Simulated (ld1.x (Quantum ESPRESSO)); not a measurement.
Varying the TM potential for strontium (Sr)

Base potential:

ld1.x (Quantum ESPRESSO) 7.5 input, shortened:

```
&input
   title='Sr', zed=38., rel=1, dft='PBE', iswitch=3,
   config='[Kr] 4d0 5s1.75 5p0.25'
 /
 &inputp
   pseudotype=2, tm=.true., lloc=1,
   nlcc=.false.
 /
3
5S  1  0   1.75   0.00  2.75  2.75  0.0
4D  3  2   0.00   0.00  2.30  2.30  0.0
4P  2  1   6.00   0.00  1.55  1.55  0.0
 &test
   configts(1)='4p6 4d0 5s1.75 5p0.25'
 /
```

Occupied shells without a wave of their own: 5p. They enter only through the test configuration that unscreens the potential.

Cutoffs, loose and tight: the cutoffs (Ry, on a coarse ladder) from which the occupation-weighted sum of valence levels, in a spherical-Bessel basis at the reference potential, stays within 10 and 1 mRy of its value at 400 Ry. They do not see the model core or the augmentation charge, which bear on the density cutoff. Test errors are all-electron minus pseudo excitation energies from the reference, over the configurations 4p6 4d0 5s2 5p0; 4p6 4d0 5s1 5p0; 4p6 4d0 5s0 5p0; 4p6 4d0.5 5s1.5 5p0; 4p6 4d0 5s1.5 5p0; 4p6 4d0 5s1 5p1; 4p6 4d0 5s0 5p2. A dash means not determined; rows that change the core or the reference have their own tests.

A true bound ghost makes a file unfit for plane-wave use even where its test errors are small: the radial tests pick states by their node count and pass the ghost by.

```tsv
change	outcome	cutoff, loose	cutoff, tight	bound ghosts	largest test error (meV)
base	generated	40 Ry	80 Ry	s	+31
wave 4p (bound): rc 1.55 bohr becomes 4p (bound): rc 1.32 bohr	generated	45 Ry	90 Ry	s	+31
wave 4p (bound): rc 1.55 bohr becomes 4p (bound): rc 1.48 bohr	generated	45 Ry	80 Ry	s	+31
wave 4p (bound): rc 1.55 bohr becomes 4p (bound): rc 1.60 bohr	generated	40 Ry	80 Ry	s	+30
wave 4p (bound): rc 1.55 bohr becomes 4p (bound): rc 1.78 bohr	generated	35 Ry	60 Ry	s	+30
wave 4p (bound): rc 1.55 bohr becomes 4p (bound): rc 1.84 bohr	generated	30 Ry	55 Ry	s	+33
wave 4p (bound): rc 1.55 bohr becomes 4p (bound): rc 2.00 bohr	generated	25 Ry	35 Ry	s	+46
wave 4p (bound): rc 1.55 bohr becomes 4p (bound): rc 2.14 bohr	generated	18 Ry	30 Ry	s	+62
```

Q: What comes out with this change to the base: wave 4p (bound): rc 1.55 bohr becomes 4p (bound): rc 1.14 bohr?

A: outcome: generated; cutoff, loose: 90 Ry; cutoff, tight: 180 Ry; bound ghosts: s; largest test error (meV): +30.

Q: What comes out with this change to the base: wave 4p (bound): rc 1.55 bohr becomes 4p (bound): rc 2.30 bohr?

A: outcome: generated; cutoff, loose: 15 Ry; cutoff, tight: 30 Ry; bound ghosts: s; largest test error (meV): +78.

Q: What comes out with this change to the base: wave 4p (bound): rc 1.55 bohr becomes 4p (bound): rc 1.00 bohr?

A: outcome: generated; cutoff, loose: 140 Ry; cutoff, tight: over 300 Ry; bound ghosts: s; largest test error (meV): +33.

Reading the sweep of the p radius (base included, trends over the rows without a ghost): Bound ghosts are found at 1, 1.14, 1.32, 1.48, 1.55, 1.6, 1.78, 1.84, 2, 2.14, 2.3 bohr. Every judged row has one, so this setting neither creates nor removes them.
